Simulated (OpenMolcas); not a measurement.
## A ladder of methods for C2F4O (trifluoroacetyl fluoride)

C2F4O: 7 atoms, total charge 0, spin state singlet. SMILES: `O=C(F)C(F)(F)F`. Geometry: relaxed at PBE0-D4/def2-TZVP.

Each level gives the dipole moment (D). The values are calculated.

```csv
level,kind,program,value (D),CPU time
HF/cc-pVDZ,Hartree–Fock,OpenMolcas,0.69,13 s
SVWN5/cc-pVDZ,LDA,OpenMolcas,0.71,24 s
PBE/cc-pVDZ,GGA,OpenMolcas,0.72,34 s
revPBE/cc-pVDZ,GGA,OpenMolcas,0.72,37 s
M06-L/cc-pVDZ,meta-GGA,OpenMolcas,0.68,38 s
B3LYP/cc-pVDZ,global hybrid,OpenMolcas,0.67,31 s
BHLYP/cc-pVDZ,global hybrid,OpenMolcas,0.65,30 s
M06-2X/cc-pVDZ,hybrid meta-GGA,OpenMolcas,0.61,36 s
```

The values span 0.61 to 0.72 D. Magnitudes only: a small dipole may point the other way at some levels. Times are those of the runs behind each value, whatever else they computed, on shared processors of several kinds: orders of magnitude only.
